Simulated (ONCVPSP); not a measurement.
## Tl (Z = 81), ONCV: configuration errors across variants

ONCVPSP 4.0.1 input, shortened (lines: element, Z, core and valence counts, functional; n l f; lmax; l rc ep ncon nbas qcut; lloc lpopt rc5 dvloc0; l nproj debl; icmod fcfact rcfact), LDA (Perdew-Wang 92), fully relativistic:

```
  Tl 81.00   11    3  -001012      upf
    1    0    2.00
    2    0    2.00
    2    1    6.00
    3    0    2.00
    3    1    6.00
    3    2   10.00
    4    0    2.00
    4    1    6.00
    4    2   10.00
    4    3   14.00
    5    0    2.00
    5    1    6.00
    5    2   10.00
    6    0    2.00
    2
    0    1.90    0.00    4    7    2.70
    1    1.30    0.00    4    9   12.30
    2    2.15    0.00    4    8    8.30
    4    5    1.25   -1.00
    0    2    2.40
    1    2    2.10
    2    2    2.90
    0    0.00    0.00
```

Open shells are filled in proportion to 2j + 1.

In the p channel the program set the typed energies aside and used -2.872, 0.250 Ha (j = l + 1/2; the other j can differ).

All-electron excitation energies from the reference (eV): (1) 5p6 5d10 6s2 6p1 -5.511; (2) 5p6 5d10 6s1 21.197; (3) 5p6 5d10 6s0 51.792; (4) 5p6 5d9 6s2 6p2 8.990.

2 further variants failed, have other tests or another functional or relativity, and are left out.

A true bound ghost makes a file unfit for plane-wave use even where its test errors are small: the radial tests pick states by their node count and pass the ghost by.

Errors AE − PS in meV (a dash: test not solved or not reliable):

```tsv
change	(1)	(2)	(3)	(4)	bound ghosts	GHOST(+) flags above zero
base	-0.1	-5.5	-25	+9.4	s	d5/2
s: qcut 2.3; p: qcut 10.3; d: qcut 6.9	-0.1	-4.1	-19	+29	s	none
local potential polynomial inside 0.80 bohr (lpopt 5, dvloc0 4 Ha)	0.0	-4.8	-23	+8.3	s	s, p3/2, d5/2, p1/2, d3/2
core correction Teter function fitted to the true core (icmod 2), fcfact 0.6	-0.2	-5.8	-26	+6.8	s	d5/2
```

**Question.** Give the same row for: local potential polynomial inside 1.25 bohr (lpopt 5, dvloc0 0 Ha).

**Answer.** -0.2, -5.7, -26, +11; bound ghosts: s, d5/2; GHOST(+) flags above zero: none.
